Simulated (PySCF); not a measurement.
# Molecular orbitals of SbF

LDA at R = 1.949 Å; basis Sb x2c-SVPall, F x2c-SVPall; spin-free X2C with a Gaussian nucleus; PySCF 2.14. State: ³Σ⁻ (triplet), unpaired electrons π ↑↑. Only the outer orbitals are listed, counted within each symmetry.

```tsv
spin	orbital	occ.	ε (eV)	on Sb (%)	main shells (%)
α	11σ	1	-27.13	7	92 F s
α	12σ	1	-13.94	80	80 Sb s, 16 F p
α	13σ	1	-9.65	35	64 F p, 18 Sb p, 16 Sb s
α	6π	1	-9.23	12	88 F p, 10 Sb p
α	6π	1	-9.23	12	88 F p, 10 Sb p
α	7π	1	-5.10	90	90 Sb p, 10 F p
α	7π	1	-5.10	90	90 Sb p, 10 F p
α	14σ	0	-2.42	88	80 Sb p, 13 F p
α	15σ	0	2.94	100	100 Sb s
α	3δ	0	6.65	100	100 Sb d
β	11σ	1	-26.89	7	92 F s
β	12σ	1	-13.13	73	73 Sb s, 23 F p
β	13σ	1	-9.22	41	59 F p, 24 Sb s, 17 Sb p
β	6π	1	-8.87	9	91 F p
β	6π	1	-8.87	9	91 F p
β	7π	0	-3.90	93	93 Sb p
β	7π	0	-3.90	93	93 Sb p
β	14σ	0	-1.80	89	81 Sb p, 12 F p
```

**Question.** Which are the highest filled and the lowest empty level, where do they sit, and how wide is the gap?

**Answer.** Highest filled α 7π at -5.10 eV (in %: 90 Sb p, 10 F p); lowest empty β 7π at -3.90 eV (in %: 93 Sb p); the gap at LDA is 1.20 eV. Both belong to one degenerate shell, split only by its one-sided filling, so this is no excitation gap.

* bond order (Mayer): 1.02
* ⟨S²⟩: 2.001
* charge on Sb (Mulliken, basis-dependent): 0.37
* charge on Sb (Löwdin, basis-dependent): 0.28
* dipole moment (positive dipole means Sb(−)F(+)): -2.19 D
* polarisability along the bond: 31.8 bohr³
* polarisability across the bond: 25.4 bohr³

Spin–orbit coupling is left out. The state was picked by a PBE0 search and need not be the measured ground state.
